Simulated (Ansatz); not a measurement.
Program: Ansatz. Geometries: PBE0-D4/def2-TZVP. ΔE: electronic, gas phase. CCSD(T)/CBS is the MP2 limit (def2-TZVPP, def2-QZVPP) plus CCSD(T) − MP2 in def2-TZVPP, frozen cores. This one scheme is used for every species. DFT in def2-TZVPP. B3LYP here is the variant with VWN-RPA as its local correlation; programs differ in this.

`[AlH2][C]1=C[SiH2]C1` + CH₃OH → `C[O][AlH2]` + `C1=C[SiH2]C1`  (ligand exchange at the Al–C bond)

Question: Is it downhill or uphill in electronic energy at CCSD(T)/CBS, and by how much? (Best estimate.)

Answer: Ansatz gave: Downhill: ΔE = -131.8 kJ/mol.

Question: What do these levels give: r2SCAN-D4, B3LYP-D4, ωB97X-V, ωB97M-V, B2PLYP, PBE, PBE0, B3LYP, CCSD/def2-TZVPP, MP2/def2-QZVPP, MP2/CBS(def2), CCSD/CBS(def2)? (Best estimate.)

Answer: The calculation gave: r2SCAN-D4 -135.9, B3LYP-D4 -134.6, ωB97X-V -134.9, ωB97M-V -134.4, B2PLYP -138.8, PBE -128.0, PBE0 -129.6, B3LYP -139.4, CCSD/def2-TZVPP -135.6, MP2/def2-QZVPP -134.1, MP2/CBS(def2) -133.3, CCSD/CBS(def2) -134.5 kJ/mol.

Largest T1 diagnostic among the species: 0.012.

In def2-TZVPP, CCSD(T) changes the Hartree–Fock value by +11.5 kJ/mol (the triples alone add +2.7 kJ/mol) and MP2 by +9.9 kJ/mol. The D4 term adds +4.8 kJ/mol with B3LYP and +2.7 kJ/mol with PBE0; it sums over pairs of atoms, weighted by their polarisabilities, and B3LYP, whose exchange is more repulsive, gets the larger term.
